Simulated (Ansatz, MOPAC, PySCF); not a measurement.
Noncovalent pair: H2O (SMILES O) (first 3 atoms) with PH3 (SMILES P); geometry from B3LYP-D3(BJ)/def2-TZVP, rigid monomers moved along the line of their centres of mass till H2···P4 is 2.32 Å.
(charge 0, multiplicity 1):
```xyz
7

O      0.26316    -0.07788    -0.54252
H      0.12421     0.00006     0.41182
H      1.14487     0.27479    -0.69841
P     -0.40528     0.12697     2.67164
H      0.23044    -0.59010     3.71408
H     -0.53276     1.32228     3.42000
H     -1.70279    -0.34214     2.98799
```

Counterpoise-corrected where a basis set is named; no monomer relaxation. Rows marked so take none.

Frozen-core correlation. CBS(a, b) extrapolates the correlation energy as X⁻³ and adds the Hartree–Fock energy of set b. Rows in 3-21G, 6-311+G**, 6-31G*, STO-3G carry no dispersion term and start afresh at each structure (6-31G* with six Cartesian d functions). The state that AM1, PM3, PM6 reach isn't checked.

The values were computed with Ansatz (a first-principles code) with Gaussian orbitals; MOPAC for AM1, PM3, PM6 (differences of heats of formation); PySCF for 3-21G rows, 6-311+G** rows, 6-31G* rows, STO-3G rows, the dispersion terms. 

Other levels give for the interaction energy: PBE/def2-TZVPPD -2.39; B3LYP/def2-TZVPPD -1.24; B3LYP-D3(BJ)/def2-TZVPPD -2.35; wB97M-V/def2-TZVPPD -1.64; CCSD(T)/CBS(aug-cc-pV(D+d)Z, aug-cc-pV(T+d)Z) -1.76 kcal/mol.

Problem. What do these common cheap choices give for the same quantity: AM1, PM3, PM6, HF/STO-3G (no counterpoise), HF/3-21G (no counterpoise), HF/6-31G* (no counterpoise), B3LYP/6-311+G** (no counterpoise), M06-2X/6-31G* (no counterpoise)?

Solution. AM1 2.27; PM3 0.34; PM6 2.02; HF/STO-3G (no counterpoise) -1.64; HF/3-21G (no counterpoise) -0.39; HF/6-31G* (no counterpoise) 0.86; B3LYP/6-311+G** (no counterpoise) -1.79; M06-2X/6-31G* (no counterpoise) -2.00 kcal/mol. They span -2.00 to 2.27 kcal/mol.
